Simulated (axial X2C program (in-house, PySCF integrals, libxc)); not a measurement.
## Which molecule has these constants?

All values come from calculations with an in-house all-electron X2C program for linear molecules (integrals from PySCF), spin-free (one-electron X2C) or two-component (2c: spin–orbit coupling with atomic mean-field Coulomb and Gaunt terms, which also bring small scalar terms), in Dyall basis sets with cores contracted in-house; open shells are unrestricted.

A two-component PBE0 calculation in a Dyall 3-zeta basis gave Re = 2.936 Å, ωe = 175.6 cm⁻¹, dipole magnitude 4.32 D, Ω = 5/2.

Question: Which molecule is it?
A. NaW
B. AlW
C. WSi
D. WP
E. MgW

Answer: A. The others have MgW 2.810 Å and 201.6 cm⁻¹ (Ω = 3); WSi 2.307 Å and 390.1 cm⁻¹ (Ω = 3); WP 2.118 Å and 496.1 cm⁻¹ (Ω = 3/2); AlW 2.617 Å and 271.0 cm⁻¹ (Ω = 5/2).

Each entry is the lowest single determinant of a limited PBE0 search at one distance. De goes to single-determinant-based atoms at the same level (for ions the charge split of lowest energy) and is withheld (n/a) where an atom does not fit its ground term or J level. Main or longest-lived isotopes. One determinant is a doubtful description, or other states lie close, for NaW, MgW, WSi, WP, AlW; these need not be ground states, and all values refer to the states named. Some open-shell Ω = 0 determinants are out of reach, so the Ω given for MgW, WSi need not be the lowest component. With several unpaired electrons the Ω given is that of one determinant, not necessarily of the lowest component. The functionals have no current term, which raises determinants with orbital currents.
